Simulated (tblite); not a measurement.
Task: Write Cartesian coordinates for InChI=1S/C7H9O2P/c1-3-10(2,8)7-5-4-6-9-7/h3-6H,1H2,2H3/t10-/m1/s1 as optimised with GFN2-xTB.

Result: 
```xyz
19
C7H9O2P angstrom
C     -2.7181    1.4240    0.4781
C     -1.7764    0.5410    0.7591
P     -0.8645   -0.2327   -0.6070
C     -1.0433   -2.0353   -0.3199
O     -1.2494    0.2187   -1.9467
C      0.8686    0.0979   -0.2233
C      1.8221    0.7447   -0.9591
C      3.0008    0.7167   -0.1809
C      2.6750    0.0604    0.9670
O      1.3893   -0.3164    0.9537
H     -2.9253    1.6683   -0.5523
H     -3.3039    1.9233    1.2337
H     -1.5164    0.2545    1.7676
H     -0.6691   -2.3208    0.6589
H     -2.0991   -2.2876   -0.4057
H     -0.4894   -2.5561   -1.0996
H      1.6808    1.1764   -1.9283
H      3.9571    1.1232   -0.4390
H      3.2516   -0.1910    1.8361
```

Orientation and origin are arbitrary. Atoms count from 1 in this order. The C–P distances run from 1.806 Å (P3–C6, drawn single) to 1.834 Å (P3–C4, drawn single), a spread of 0.028 Å. O10 (furan-type oxygen) is bent (angle 107.0°). The 4 C–C bonds span 1.321 Å (C1=C2, drawn double) to 1.413 Å (C7–C8, aromatic), a spread of 0.092 Å. The 5-membered ring C6–C7–C8–C9–O10 has internal angles of 105.9° to 110.9°; it is planar, 0.00 Å rms from its mean plane, widest ring torsion 0°.

Bonds between heavy atoms (Å): C1=C2 1.321, C2–P3 1.816, P3–C4 1.834, P3=O5 1.465, P3–C6 1.806, C6–C7 1.367, C7–C8 1.413, C8–C9 1.362, C9–O10 1.340, C6–O10 1.352.

The geometry is computed with GFN2-xTB (gas phase).

Point group: C1 (no symmetry element, even within 0.4 Å). Its GFN2-xTB frequencies are all real (lowest 34 cm⁻¹). The numbers are those of one conformer (C1–C2–P3–C4 -126°, C2–P3–C6–C7 -122°).
